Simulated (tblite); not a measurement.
C4H3FO3Si.
SMILES with atom numbers: `[O:1]=[C:2]1[O:3][C:4](=[O:5])[C:6]([SiH3:7])=[C:8]1[F:9]` (hydrogens: H10, H11, H12 on Si7)

The geometry is computed with GFN2-xTB (gas phase).

(1) What internal coordinates does the optimisation give?

## Answers

(1) 
```json
{"bond": "O1=C2", "length (Å)": "1.188", "order": "double"}
{"bond": "C2–O3", "length (Å)": "1.365", "order": "single"}
{"bond": "O3–C4", "length (Å)": "1.386", "order": "single"}
{"bond": "C4=O5", "length (Å)": "1.189", "order": "double"}
{"bond": "C4–C6", "length (Å)": "1.477", "order": "single"}
{"bond": "C6–Si7", "length (Å)": "1.892", "order": "single"}
{"bond": "C6=C8", "length (Å)": "1.335", "order": "double"}
{"bond": "C8–F9", "length (Å)": "1.321", "order": "single"}
{"bond": "C2–C8", "length (Å)": "1.502", "order": "single"}
{"bond": "Si7–H10, Si7–H11, Si7–H12", "length (Å)": "1.460", "order": "single"}
```

Bonds in one row agree within 0.01 Å and their mean is given. Orders are formal, as drawn. A selection of angles:
```json
{"angle": "O1–C2–O3", "degrees": "124.5"}
{"angle": "O1–C2–C8", "degrees": "130.2"}
{"angle": "O3–C2–C8", "degrees": "105.3"}
{"angle": "C2–O3–C4", "degrees": "109.9"}
{"angle": "O3–C4–O5", "degrees": "122.4"}
{"angle": "O3–C4–C6", "degrees": "109.0"}
{"angle": "O5–C4–C6", "degrees": "128.6"}
{"angle": "C4–C6–Si7", "degrees": "121.7"}
{"angle": "C4–C6–C8", "degrees": "105.4"}
{"angle": "Si7–C6–C8", "degrees": "133.0"}
{"angle": "C6–C8–F9", "degrees": "128.5"}
{"angle": "C2–C8–C6", "degrees": "110.5"}
{"angle": "C2–C8–F9", "degrees": "121.0"}
```

Dihedral angles: O1–C2–O3–C4 180° (antiperiplanar); C2–O3–C4–O5 180° (antiperiplanar); O3–C4–C6–Si7 180° (antiperiplanar); C4–C6–C8–F9 180° (antiperiplanar); O1–C2–C8–C6 180° (antiperiplanar).

The 3 C–C bonds span 1.335 Å (C6=C8, drawn double) to 1.502 Å (C2–C8, drawn single), a spread of 0.167 Å. The 9 heavy atoms lie in one plane (0.001 Å rms). The 5-membered ring C2–O3–C4–C6–C8 has internal angles of 105.3° to 110.5° (sum 540°, against 540° for a flat polygon); it is planar, 0.00 Å rms from its mean plane, widest ring torsion 0°. Si7 (SiH3 silicon) is distorted tetrahedral (angles from 105.8° to 113.3°). The C–O distances run from 1.188 Å (O1=C2, drawn double) to 1.386 Å (O3–C4, drawn single), a spread of 0.198 Å.

Point group: Cs (every atom within 0.08 Å of its image). Its GFN2-xTB frequencies are all real (lowest 44 cm⁻¹). 2 starts were optimised and ended at 0.00 and 0.11 kcal/mol (GFN2-xTB); the lowest of these is shown.

The run took 0.19 s on Arm Neoverse V1, one thread (shared host). These figures are those of the optimisation.
